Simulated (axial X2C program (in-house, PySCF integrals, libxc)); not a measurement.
Results of a calculation; reference values are marked as such.
**RbN: input and output**

Program: an in-house all-electron X2C program for linear molecules (integrals from PySCF).

Input:
```json
{"zs": [37, 7], "q": 0, "bas": ["dyall-v3z", "dyall-v3z"], "levels": ["PBE0", "HF", "r2SCAN0", "r2SCAN"], "cc": false, "r0": 2.62, "npts": 10, "nst": 2, "ntry": 6, "opt": {"cfac": 100}}
```
```bash
python so2c.py task.json out
```

Keys: zs atomic numbers; q charge; bas basis sets; levels methods; cc coupled cluster on or off; r0 starting distance in Å; npts points on the curve; nst determinants followed; ntry starts of the search; cfac factor on the speed of light (100 gives the non-relativistic limit). HF also brings MP2.

Output of the r2SCAN0 step, non-relativistic, at R = 2.651 Å for the state M_S = 1, Λ = 0. It starts from PBE0 orbitals of this distance.

```
spin-free X2C-1e  r2SCAN0
basis functions 135  fitting functions 819  grid points 5081
iter        total energy     max residual
   1      -2994.729830695     1.90e-02
   2      -2994.731303076     4.19e-03
   3      -2994.730993077     6.60e-03
   4      -2994.731517005     5.60e-04
   5      -2994.731520282     1.78e-04
   6      -2994.731521028     8.62e-05
   7      -2994.731521210     1.50e-05
   8      -2994.731521240     1.48e-05
   9      -2994.731521260     9.75e-06
  10      -2994.731521270     4.69e-06
  11      -2994.731521271     1.39e-06
converged
one-electron -4259.31524565  Coulomb 1319.41104140  exact exchange -26.12713549  xc functional -80.40025608  nuclear repulsion 51.70007455
```
Energies are in hartree; totals compare only within one Hamiltonian and basis. The determinant is spin-polarised beyond a pure state at some levels (its spin-free form has ⟨S²⟩ too high), which makes Re and μ there less reliable. The header names the spin-free X2C Hamiltonian, here with the speed of light scaled.
